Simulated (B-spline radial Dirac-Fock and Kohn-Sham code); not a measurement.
Calculated with a radial B-spline solver, using configuration-average Dirac-Fock orbitals.

Q: This computed X-ray form factor belongs to an atom or ion in its tabulated ground configuration. Which?

```tsv
sin θ/λ (Å⁻¹)	f₀
0.13	15.799
0.15	15.438
0.18	14.841
0.22	13.975
0.32	11.756
0.55	8.184
1.13	4.888
1.94	2.195
2.33	1.672
```

A: Sc⁴⁺, with 17 electrons in [Ne] 3s2 3p5. f₀ tends to the number of electrons as s goes to zero, which the first rows give only roughly, and the rate of fall reflects the nuclear charge, 21.
